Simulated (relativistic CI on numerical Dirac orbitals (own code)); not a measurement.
**d1 to d9 in one octahedral field**

Computed with a parametric ligand-field model without spin-orbit coupling, by exact diagonalisation: B = 410, C = 1830, 10Dq = 37900 cm⁻¹ (Oh; |10Dq|/B = 92.4) for every shell. Energies in cm⁻¹; the field energy is (0.6 n_e − 0.4 n_t2) × 10Dq of the ground term; g labels are left out. So small a B with so large a field is typical of 4d and 5d ions, where spin-orbit coupling, left out here, reaches 1,000 to 4,000 cm⁻¹.

| Shell | Ground term | Electrons in e | Field energy | First spin-allowed bands | Lowest term of other spin |
| --- | --- | --- | --- | --- | --- |
| d1 | 2T2 | 0.000 | -15160 | 2E 37900 |  |
| d2 | 3T1 | 0.003 | -30189 | 3T2 36815, 3T1 41880 | 1T2 6211 |
| d3 | 4A2 | 0.000 | -45480 | 4T2 37900, 4T1 42644 | 2E 8881 |
| d4 | 3T1 | 0.006 | -60410 | 3E 35996, 3T1 36455 | 1T2 5636 |
| d5 | ? | ? | ? | ? | ? |
| d6 | 1A1 | 0.010 | -90584 | 1T1 36399, 1T2 42562 | 3T1 32612 |
| d7 | 2E | 1.006 | -67993 | 2T1 36313, 2T2 36815 | 4T1 29058 |
| d8 | 3A2 | 2.000 | -45480 | 3T2 37900, 3T1 42644 | 1E 6914 |
| d9 | 2E | 3.000 | -22740 | 2T2 37900 |  |

(1) Fill in the row of d5.

Results:

(1) Ground term: 2T2; Electrons in e: 0.012; Field energy: -75340; First spin-allowed bands: 2A2 35307, 2T1 35453; Lowest term of other spin: 4T1 28977. Low spin: d4, d5, d6, d7; the other shells keep the spin of the free ion. Only d4 to d7 can choose; the field needed to pair spins is smallest for d6 and largest for d5, which loses most exchange energy. In the strong-field picture 10Dq must exceed about 6B + 5C = 11610 (d4), 7.5B + 5C = 12225 (d5), 2.5B + 4C = 8345 (d6) and 4B + 4C = 8960 (d7); mixing of terms shifts these bounds somewhat.
